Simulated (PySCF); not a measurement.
From computed data to an observable: chemical shift, span and skew from a shielding tensor

Al(Me)(PH2)2 (CH7AlP2), SMILES [CH3][Al]([PH2])[PH2]. Atoms are numbered in the order given.

```xyz
11

Al     0.3406    -0.1512    -0.1385
C      2.1275    -0.6705    -0.7698
H      2.0792    -1.6405    -1.2985
H      2.8500    -0.7870     0.0554
H      2.5382     0.0619    -1.4862
P     -0.2644    -0.4257     2.1065
H      0.2471    -1.7542     2.2107
H     -1.6100    -0.8237     1.8523
P     -1.0805     1.1045    -1.5124
H     -2.2800     0.4272    -1.1431
H     -0.8449     0.3221    -2.6828
```
Charge 0, spin multiplicity 1.

The structure is a stationary point at TPSSh-D3(BJ)/def2-SVP. The structure was generated by enumeration; whether it is a known compound was not checked. The values are those of a single conformer.

GIAO shieldings from PySCF with KT2/pcSseg-1, non-relativistic, no solvent. The symmetric part of the tensor of P6 has the principal values 538.3, 574.9, 630.7 ppm. The same nucleus in PH3 has σ = 597.6 ppm at this level (PySCF, at its B3LYP-D3(BJ)/def2-TZVP geometry).

Q: Work out the isotropic shielding, the ³¹P shift against PH3, the span and the skew.

A: 
σ(iso) = (σ11 + σ22 + σ33)/3 = 581.3 ppm. δ = σ(ref) − σ(iso) = 597.6 − (581.3) = 16.3 ppm.
Span Ω = σ33 − σ11 = 92.4 ppm. Skew κ = 3(σ(iso) − σ22)/Ω = 0.21. Tumbling in solution averages the tensor to δ; in a static solid the shielding alone would spread this spin-1/2 line over Ω.
